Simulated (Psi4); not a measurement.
cyclopropene (C3H4), singlet, geometry from GFN2-xTB. Base run: CCSD(T)/cc-pVDZ (Psi4).

Psi4 was given this input:
```
memory 2 GB

molecule mol {
0 1
C    -0.023980   -0.009884    0.852919
C     0.014152   -0.642536   -0.506755
C     0.013921    0.654107   -0.491735
H     0.865702   -0.016920    1.474061
H    -0.947157   -0.016654    1.423095
H     0.028731   -1.565950   -1.030141
H     0.028167    1.589403   -0.993590
}

set {
  basis cc-pvdz
  reference rhf
  freeze_core true
}

energy('ccsd(t)')
print_variables()
```

The base run was repeated with changes; each row names its change, and settings that it needs were set with it.

| change | ΔE vs base (kcal/mol) | MP2 correlation (Eh) | basis functions |
|---|---|---|---|
| base | 0.000 | -0.39997 | 62 |
| method = mp3 | 12.90 | -0.39985 | 62 |
| method = ccsd | ? | -0.39997 | 62 |
| method = fno-ccsd(t) | 0.000 | -0.39997 | 62 |
| method = mp2 | 28.81 | -0.39985 | 62 |
| method = mp4 | ? | -0.39997 | 62 |
| method = dlpno-mp2 | 28.83 | -0.39982 | 62 |
| method = qcisd(t) | -0.132 | -0.39997 | 62 |

Q: What belongs in the gaps?

A: 
- method = ccsd, ΔE vs base (kcal/mol): 10.02
- method = mp4, ΔE vs base (kcal/mol): 0.76
